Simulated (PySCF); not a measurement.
# Basis and Hamiltonian dependence of the excitation energy of Sn

Sn [Kr] 4d10 5s2 5p2 (3P) → Sn [Kr] 4d10 5s1 5p3, s spin flipped. All values are computed (PySCF 2.14, energy differences of UHF-based or UKS calculations, no spin-orbit coupling). Values in eV.

```csv
basis,Hamiltonian,functions,UHF,r2SCAN,PBE0,MP2 (valence)
aug-cc-pVTZ-PP with ECP28MDF,ECP,55,8.560,7.314,7.404,7.573
x2c-TZVPPall,spin-free X2C,60,8.574,7.223,7.357,7.601
cc-pVQZ-PP with ECP28MDF,ECP,67,8.565,n/a,n/a,7.574
ANO-RCC-VTZP,spin-free X2C,68,8.561,7.227,7.339,7.603
"x2c-TZVPPall with one added diffuse shell each of s, p, d, f type",spin-free X2C,76,8.564,7.230,7.363,7.597
aug-cc-pwCVTZ-PP with ECP28MDF,ECP,96,8.568,7.326,7.412,7.585
"aug-cc-pwCVTZ-DK3 with one added diffuse shell each of s, p, d, f type",spin-free X2C,125,8.562,7.235,7.354,7.586
dyall-av2z,non-relativistic,130,7.828,6.444,6.571,6.845
```

Frozen in the all-electron rows: valence: [Kr] 4d10; with a core potential, the same shells as far as they lie outside it.

In the upper determinant the s electron has its spin opposite to the other open shell, which mixes two multiplicities. Non-relativistic rows lack the scalar-relativistic shift.
